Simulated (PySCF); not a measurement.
# Neon: a sound run and one with changed settings

Sound run: Ne⁺ [He] 2s2 2p5, Ne²⁺ [He] 2s2 2p4. All numbers are calculated (PySCF 2.14, the non-relativistic Hamiltonian (point nucleus), in def2-TZVP). In the sound run the correlated levels freeze 1s2. The sound run starts from symmetry-adapted Hartree-Fock orbitals and uses a fine grid where one is needed.

Changed run: basis STO-3G. This setting is unsound on purpose.

```tsv
species	method	sound run (hartree)	changed run (hartree)	converged
Ne⁺	UHF	-127.81851	-126.06147	yes
Ne⁺	M06-L	-128.17311	-126.35495	yes
Ne⁺	PBE	-128.06333	-126.23358	yes
Ne⁺	MP2	-128.01175	-126.06147	yes
Ne²⁺	UHF	-126.37482	-124.57400	yes
Ne²⁺	M06-L	-126.67099	-124.81819	yes
Ne²⁺	PBE	-126.55143	-124.69970	yes
Ne²⁺	MP2	-126.51509	-124.57400	yes
```

Ionisation energy of Ne⁺:

```tsv
method	sound run (eV)	changed run (eV)
UHF	39.285	40.476
M06-L	40.875	41.817
PBE	41.141	41.739
MP2	40.726	40.476
SCS-MP2	40.713	40.476
```

A minimal basis cannot let orbitals breathe on ionisation and holds almost no correlation.

For comparison, NIST gives 40.963 eV between the lowest levels.
